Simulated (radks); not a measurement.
Problem. Radial electron density D(r) = 4 pi r^2 rho(r) of an atom or ion with 66 electrons. Calculated with a radial shooting solver on a logarithmic mesh with Libxc functionals: scalar-relativistic Kohn-Sham, LDA (Slater exchange, Perdew-Wang correlation), spin-unpolarised, spherical densities, point nucleus.

r (bohr),D(r) (e/bohr)
0.001002,5.335
0.001166,6.791
0.001347,8.506
0.001568,10.74
0.001825,13.50
0.002125,16.87
0.002474,20.94
0.00288,25.79
0.003352,31.47
0.003872,37.64
0.004507,44.93
0.005247,52.88
0.006108,61.23
0.007111,69.59
0.008279,77.42
0.009638,84.08
0.01113,88.72
0.01296,91.31
0.01508,91.32
0.01756,89.03
0.02044,85.41
0.0238,82.11
0.02771,81.18
0.032,84.09
0.03725,91.79
0.04337,103.0
0.05048,114.4
0.05877,121.6
0.06842,121.1
0.07965,112.8
0.09199,101.8
0.1071,93.66
0.1247,94.33
0.1451,102.4
0.169,109.3
0.1967,105.3
0.229,88.13
0.2645,67.25
0.3079,52.45
0.3584,50.90
0.4172,56.96
0.4857,59.72
0.5655,53.43
0.6583,40.94
0.7603,29.20
0.8851,20.63
1.03,15.79
1.2,12.56
1.396,9.448
1.626,6.327
1.893,3.725
2.186,2.074
2.544,1.121
2.962,0.6648
3.448,0.4144
4.015,0.2363
4.674,0.1099
5.441,0.03891
6.283,0.01082
7.315,0.001967
8.516,0.0002375

What is the nuclear charge?

Solution. Z = 68. The innermost maximum, from 1s, lies near gamma/Z bohr with gamma = sqrt(1 - (Z/c)^2) = 0.868, here 0.0128 bohr (found: 0.0139), and its height grows with Z. The density is that of the erbium ion Er2+ in [Xe] 4f11 6s1; the configuration itself is not fixed sharply by these data, and Z only to a few units. D(r) has 4 maxima, at r = 0.0139, 0.0627, 0.174, 0.474 bohr, and minima at 0.0268, 0.114, 0.336 bohr, inside which lie 1.93, 11.11, 29.51 electrons.
